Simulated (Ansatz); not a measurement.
Al₄O₆. Total charge 0; singlet. Geometry r2SCAN-D4/def2-SVP; atoms count from 1.

```xyz
10

Al    1.4522   -0.7539   -0.1484
Al   -1.1575   -1.1077    0.3643
Al    0.0839    1.1191    1.1999
Al   -0.3787    0.7425   -1.4158
O    -1.6627   -0.3953   -1.1383
O     1.1620   -0.0123   -1.6932
O    -0.3190    2.0152   -0.2337
O    -1.1621    0.0124    1.6931
O     0.3191   -2.0151    0.2337
O     1.6627    0.3952    1.1383
```

The structure comes from a short search, and lower isomers may exist.

(1) Estimate the Mulliken populations from the PBE0/def2-TZVP orbitals of Ansatz.

(2) And the Mayer bond orders between heavy atoms (over 0.3)?

## Answers

(1) 
```tsv
atom	charge (e)
Al1	0.65
Al2	0.65
Al3	0.65
Al4	0.65
O5	-0.44
O6	-0.44
O7	-0.44
O8	-0.44
O9	-0.44
O10	-0.44
```
Mulliken values depend strongly on the basis.

(2) Al1–O6 1.12 (1.74 Å); Al1–O9 1.12 (1.74 Å); Al1–O10 1.12 (1.74 Å); Al2–O5 1.12 (1.74 Å); Al2–O8 1.12 (1.74 Å); Al2–O9 1.12 (1.74 Å); Al3–O7 1.12 (1.74 Å); Al3–O8 1.12 (1.74 Å); Al3–O10 1.12 (1.74 Å); Al4–O5 1.12 (1.74 Å); Al4–O6 1.12 (1.74 Å); Al4–O7 1.12 (1.74 Å).
